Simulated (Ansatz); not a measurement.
Be2Te2⁻, relaxed as a quartet with UKS PBE0-D4/def2-TZVPD in Ansatz, starting from the PBE0-D4/def2-TZVPD geometry of the charge -1 doublet. Force threshold 0.02 eV/Å.

In the def2 sets Te takes a core potential; there is no spin–orbit coupling. At PBE0-D4/def2-TZVPD a doublet of charge -1 lies 2.29 eV below the quartet, each at its own geometry. The structure comes from a short search, and lower isomers may exist.

Start:

```csv
atom,x (Å),y (Å),z (Å)
Be1,-0.374,-0.293,1.013
Be2,0.375,0.294,-1.013
Te3,-0.629,-1.738,-0.736
Te4,0.629,1.737,0.736
```

```csv
step,energy (eV),largest force component (eV/Å),SCF passes
1,-15390.3029,1.022,18
2,-15390.5195,0.232,26
3,-15390.5596,0.081,26
4,-15390.5638,0.010,23
5,-15390.5655,0.038,34
6,-15390.7014,0.378,38
7,-15390.8529,0.609,34
8,-15390.9294,0.143,29
9,-15390.9422,0.061,27
10,-15390.9435,0.018,26
```

Force components are those of the run's own axes.

End:

```xyz
4

Be   -0.084   -0.546    1.360
Be    0.855    0.190   -1.179
Te   -0.927   -1.317   -0.724
Te    0.156    1.673    0.542
```

By distances, no bond broke or formed. The bond that changes most is Be1–Te4, from 2.28 to 2.38 Å (atoms count from 1).

The force fell under the threshold at step 4, but the optimiser went on and released 0.380 eV more. No frequencies were taken in this run, so the end may be a saddle point.

Hardware: 2 threads of Intel Xeon Platinum 8259CL on a shared host. Wall time 85 s.
